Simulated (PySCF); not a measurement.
`C=C1C[Si@@H]([SeH])[C@H]1F`, C$_{4}$H$_{7}$FSeSi

Molfile (atoms numbered from 1):
```
C4H7FSeSi
     RDKit          3D

 14 14  0  0  0  0  0  0  0  0999 V2000
   -1.8867   -1.0579    0.3151 C   0  0  0  0  0  0  0  0  0  0  0  0
   -0.8692   -0.2635    0.0518 C   0  0  0  0  0  0  0  0  0  0  0  0
   -0.4448    1.0056    0.7560 C   0  0  0  0  0  0  0  0  0  0  0  0
    1.1319    1.1080   -0.3357 Si  0  0  1  0  0  4  0  0  0  0  0  0
    3.1188    0.5133    0.5913 Se  0  0  0  0  0  2  0  0  0  0  0  0
    0.1928   -0.4474   -1.0078 C   0  0  1  0  0  0  0  0  0  0  0  0
    0.8767   -1.6492   -0.8852 F   0  0  0  0  0  0  0  0  0  0  0  0
   -2.0638   -1.9561   -0.2524 H   0  0  0  0  0  0  0  0  0  0  0  0
   -2.5755   -0.8453    1.1156 H   0  0  0  0  0  0  0  0  0  0  0  0
   -0.3027    0.8579    1.8263 H   0  0  0  0  0  0  0  0  0  0  0  0
   -1.1694    1.8094    0.6357 H   0  0  0  0  0  0  0  0  0  0  0  0
    1.2976    2.2465   -1.2317 H   0  0  0  0  0  0  0  0  0  0  0  0
    2.8889   -0.8926    0.4278 H   0  0  0  0  0  0  0  0  0  0  0  0
   -0.1951   -0.4293   -2.0291 H   0  0  0  0  0  0  0  0  0  0  0  0
  1  2  2  0
  2  3  1  0
  3  4  1  0
  4  5  1  0
  4  6  1  0
  6  7  1  0
  6  2  1  0
  1  8  1  0
  1  9  1  0
  3 10  1  0
  3 11  1  0
  4 12  1  6
  5 13  1  0
  6 14  1  6
M  END
```

Computed, not measured: TDDFT wB97X-D/def2-SVPD circular dichroism and optical rotation, one conformer, gas phase (PySCF). Geometry: GFN2-xTB.

The molecule is flexible and this is one conformer; a measurement averages over conformers. The calculation is non-relativistic, which matters for the atoms heavier than Zn.

(1) Draw the ECD and absorption spectra from the lowest 8 states, each a Gaussian of half-width 0.35 eV at 1/e height.

Results:

(1) 
```tsv
E (eV)	λ (nm)	Δε (L mol⁻¹ cm⁻¹)	ε (L mol⁻¹ cm⁻¹)
4.98	249	+0.47	206
5.13	241	+1.39	595
5.28	235	+2.80	1200
5.43	228	+3.72	1730
5.58	222	+2.87	1890
5.73	216	+0.10	1810
5.88	211	-3.25	1930
6.03	205	-5.36	2760
6.18	200	-4.41	4910
6.33	196	-1.07	8520
6.48	191	-2.69	12200
6.63	187	-17.57	13600
6.78	183	-39.54	11500
```
Δε uses R in velocity form, ε uses f in length form. Only the states computed contribute, so the short-wavelength end is incomplete.
